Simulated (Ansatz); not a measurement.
Geometry optimisation, RHF/def2-SVP in Ansatz.

input.yaml

```yaml
crystal:
  periodic: [false, false, false]
  atoms:
    - { symbol: Ta, position_ang: [0.0, 0.0, 0.0] }
    - { symbol: O, position_ang: [2.02, 0.0, 0.0] }
    - { symbol: H, position_ang: [2.3571, -0.5308, 0.7903] }
    - { symbol: O, position_ang: [0.0, 0.0, 2.02] }
    - { symbol: H, position_ang: [-0.2547, -0.9174, 2.3571] }
    - { symbol: O, position_ang: [0.0, 0.0, -2.02] }
    - { symbol: H, position_ang: [-0.6343, -0.71, -2.3571] }
    - { symbol: O, position_ang: [-1.01, 1.7493, 0.0] }
    - { symbol: H, position_ang: [-1.4859, 1.8638, 0.8834] }
    - { symbol: Cl, position_ang: [-1.235, -2.139, 0.0] }
basis:
  gaussian: { orbitals: def2-SVP }
hamiltonian:
  xc: hf
relax:
  f_tol: 0.02
  max_steps: 40
output:
  orbitals: {}
```

Run as:

```bash
$ ansatz run input.yaml --threads 2 --pin off --max-ram 3072MiB --backend cpu --events-out ev --progress --plain --runs-dir out
```

Problem. Where does it end, and by what steps?

Solution. The forces met the threshold. After 9 steps the energy has fallen by 1.960 eV; H3 moved furthest, 0.53 Å.

```json
{"step": "0", "energy less start (eV)": "0.0000", "largest force component (eV/Å)": "3.515", "accepted": "yes"}
{"step": "1", "energy less start (eV)": "-1.3863", "largest force component (eV/Å)": "1.948", "accepted": "yes"}
{"step": "2", "energy less start (eV)": "-1.7380", "largest force component (eV/Å)": "1.285", "accepted": "yes"}
{"step": "3", "energy less start (eV)": "-1.8993", "largest force component (eV/Å)": "1.071", "accepted": "yes"}
{"step": "4", "energy less start (eV)": "-1.9391", "largest force component (eV/Å)": "0.350", "accepted": "yes"}
{"step": "5", "energy less start (eV)": "-1.9532", "largest force component (eV/Å)": "0.196", "accepted": "yes"}
{"step": "6", "energy less start (eV)": "-1.9532", "largest force component (eV/Å)": "0.360", "accepted": "no"}
{"step": "7", "energy less start (eV)": "-1.9583", "largest force component (eV/Å)": "0.081", "accepted": "yes"}
{"step": "8", "energy less start (eV)": "-1.9595", "largest force component (eV/Å)": "0.024", "accepted": "yes"}
{"step": "9", "energy less start (eV)": "-1.9595", "largest force component (eV/Å)": "0.005", "accepted": "yes"}
```

```xyz
10
Properties=species:S:1:pos:R:3
Ta -0.057 -0.113 -0.001
O 1.831 -0.026 -0.006
H 2.423 -0.003 0.731
O -0.096 -0.319 1.906
H -0.405 -0.891 2.589
O -0.198 -0.204 -1.875
H -0.470 -0.596 -2.686
O -0.887 1.582 0.117
H -1.100 2.079 0.893
Cl -1.283 -2.194 0.007
```

Time of the run: 38 s on 2 threads of Arm Neoverse V1, with other jobs on the host, peak memory 0.29 GiB.
